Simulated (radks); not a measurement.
The numbers below are computed, except where a source is named.
Q: Ionisation of neutral arsenic, [Ar] 3d10 4s2 4p3, to As+, [Ar] 3d10 4s2 4p2, under several functionals. Dirac Kohn-Sham, spin-unpolarised, spherical densities, point nucleus; open shells fill j = l - 1/2 first; a radial shooting solver on a logarithmic mesh with Libxc functionals. Known Delta-SCF values: exchange-only LDA 8.019 eV; PBEsol 8.987 eV. What does PBE give, and what is its highest occupied eigenvalue?

A: 8.979 eV by Delta-SCF; the 4p3/2 eigenvalue is -5.047 eV. NIST: 9.789 eV (measured).

Beside tabulated values, note that spin-unpolarised runs miss the spin-polarisation part of the exchange energy of open shells.
